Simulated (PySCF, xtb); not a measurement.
C3H6FNSi, SMILES F[C@@H]1N=C[SiH2]C1.

GFN2-xTB (xtb 6.7.1) at its own geometry gives an orbital gap of 2.71 eV and a dipole moment of 4.15 D.

Geometry optimised at PBE-D3(BJ)/def2-SVP. The structure was generated by enumeration; whether it is a known compound was not checked. The values are those of a single conformer.

Question: What does PySCF with PBE/def2-TZVP give? (Estimate from the structure and the level; the computed values follow.)

Answer: gap 3.74 eV (levels -6.09 and -2.35 eV), dipole 2.71 D.
